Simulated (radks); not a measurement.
The numbers below are computed, except where a source is named.
The mean radii <r> (bohr) of the occupied orbitals of an atom or ion are listed with their occupations. Level of theory: scalar-relativistic Kohn-Sham, SCAN, spin-unpolarised, spherical densities, finite nucleus; meta-GGA in the generalised Kohn-Sham scheme; Fermi nuclear charge, rms radius of each element as measured or else 0.836 A^(1/3) + 0.57 fm (a radial shooting solver on a logarithmic mesh with Libxc functionals).

orbital  occ.      <r>
1s          2  0.02191
2s          2  0.09323
2p          6  0.08237
3s          2   0.2433
3p          6   0.2419
3d         10   0.2203
4s          2   0.5292
4p          6   0.5504
4d          8   0.5701

Name the element and its charge.

Answer. Z = 64, gadolinium, charge +20: Gd20+ in [Kr] 4d8. The 1s radius gives Z: for a bare nucleus <r> = (2 gamma + 1)/(2Z) with gamma = sqrt(1 - (Z/c)^2), 0.02163 bohr for Z = 64, and screening makes it slightly larger (0.02191 here). The occupations add up to 44, and the charge is Z minus that.
